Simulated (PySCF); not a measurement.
Species: C₆H₄O₂.
Bonds: O1–C2 (double), C2–C3, C3–C4 (double), C4–C5, C5–C6 (double), C6–C7, C7–O8 (double), C2–C7. Hydrogens: H9 on C3; H10 on C4; H11 on C5; H12 on C6.

Method: PBE0/def2-SVP geometry optimisation, gas phase (PySCF); density fitting, grid level 1; the optimiser is geomeTRIC in internal coordinates, started from a GFN2-xTB structure.

Step 3: E = -10360.2034 eV
```
atom  x, y, z in Å  |  force x, y, z in eV/Å
O1      0.2750    2.5853    0.2676    0.097  -0.056   0.001
C2      0.1146    1.3973    0.1152   -0.127   0.033  -0.088
C3     -1.2196    0.7744    0.0809    0.035  -0.198  -0.001
C4     -1.3473   -0.5633   -0.0610    0.168   0.098  -0.008
C5     -0.1907   -1.4487   -0.1985    0.049   0.186   0.034
C6      1.0782   -0.9839   -0.1986   -0.205   0.022  -0.014
C7      1.3409    0.4596   -0.0642    0.082   0.008   0.110
O8      2.4545    0.9284   -0.0748   -0.015   0.008  -0.020
H9     -2.0800    1.4392    0.1806   -0.012   0.021   0.020
H10    -2.3388   -1.0184   -0.0743   -0.085  -0.037  -0.013
H11    -0.3805   -2.5179   -0.3030   -0.012  -0.091  -0.005
H12     1.9445   -1.6413   -0.2975    0.025   0.006  -0.017
```

Step 4: E = -10360.2053 eV
```
atom  x, y, z in Å  |  force x, y, z in eV/Å
O1      0.2855    2.5889    0.2329   -0.053  -0.027  -0.004
C2      0.1131    1.4001    0.1044    0.043  -0.043   0.000
C3     -1.2184    0.7701    0.0871   -0.031   0.010  -0.010
C4     -1.3479   -0.5659   -0.0565    0.116   0.040   0.000
C5     -0.1922   -1.4483   -0.2023    0.008   0.106   0.011
C6      1.0736   -0.9795   -0.2042   -0.053  -0.039   0.018
C7      1.3406    0.4605   -0.0512    0.026   0.000  -0.008
O8      2.4555    0.9259   -0.0414   -0.020  -0.007  -0.002
H9     -2.0794    1.4339    0.1927   -0.012   0.013   0.011
H10    -2.3407   -1.0215   -0.0669   -0.042  -0.009  -0.001
H11    -0.3798   -2.5188   -0.3116   -0.001  -0.042  -0.008
H12     1.9409   -1.6348   -0.3106    0.019   0.001  -0.007
```

Question: Estimate the geometry and energy of step 5. (The exact step hangs on the optimiser's Hessian estimate; all steps are aligned on step 4, rigid shifts and turns removed.)

Answer: E = -10360.2056 eV, largest force 0.070 eV/Å
```
atom  x, y, z in Å  |  force x, y, z in eV/Å
O1      0.2792    2.5854    0.2353    0.024   0.029  -0.002
C2      0.1139    1.3962    0.1044   -0.011   0.024   0.017
C3     -1.2191    0.7709    0.0865    0.007  -0.020  -0.009
C4     -1.3464   -0.5643   -0.0574   -0.028  -0.020   0.000
C5     -0.1921   -1.4467   -0.2009   -0.013   0.025  -0.002
C6      1.0732   -0.9795   -0.2013    0.059  -0.038   0.003
C7      1.3438    0.4600   -0.0516   -0.036   0.002  -0.011
O8      2.4581    0.9267   -0.0466   -0.026  -0.013   0.003
H9     -2.0796    1.4358    0.1940    0.010   0.003   0.002
H10    -2.3405   -1.0203   -0.0696    0.003   0.002   0.002
H11    -0.3803   -2.5185   -0.3115    0.006   0.008  -0.001
H12     1.9407   -1.6349   -0.3091    0.005  -0.003  -0.002
```

The energy changes by -0.0003 eV. The first-order estimate −F·Δx gives -0.0012 eV and the mean of the old and new forces, exact on a quadratic surface, -0.0003 eV. The step makes an angle of 63° with the force vector and moves no atom by more than 0.008 Å.

The cost below is that of the whole optimisation. Hardware: AMD EPYC 9R45, one thread, no GPU, on a shared host. Cost: 24 s wall, 0.56 GiB resident at most.
